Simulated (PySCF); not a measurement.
## Radial density of Cr⁺ (chromium, charge +1)

UHF, [Ar] 3d4 4p1, one real determinant (an excited configuration). Calculation: PySCF 2.14, in aug-cc-pVQZ-DK (9s8p6d4f3g2h, 140 functions); scalar relativity by spin-free X2C-1e.

| r (bohr) | 4πr²ρ (e/bohr) | 4πr²(ρα − ρβ) |
| --- | --- | --- |
| 0.00109 | 0.1903 | 0.0000 |
| 0.00184 | 0.4833 | 0.0000 |
| 0.00309 | 1.203 | -0.0001 |
| 0.00520 | 2.895 | -0.0002 |
| 0.00874 | 6.564 | -0.0005 |
| 0.0147 | 13.39 | -0.0010 |
| 0.0247 | 22.78 | -0.0014 |
| 0.0416 | 28.74 | -0.0002 |
| 0.0700 | 24.67 | 0.0062 |
| 0.118 | 22.99 | 0.0298 |
| 0.198 | 31.46 | 0.1700 |
| 0.333 | 18.99 | 0.8786 |
| 0.560 | 10.76 | 2.5302 |
| 0.942 | 12.11 | 3.1367 |
| 1.58 | 3.287 | 1.5458 |
| 2.67 | 0.5657 | 0.5287 |
| 4.48 | 0.2116 | 0.2115 |
| 7.54 | 0.01329 | 0.0133 |
| 12.7 | 2.481e-05 | 0.0000 |

Densities and radii are taken from the X2C orbitals without a picture-change correction, which distorts them close to the nucleus.

⟨L²⟩ = 8.02 against 12 for a pure F term, so this real determinant mixes terms.
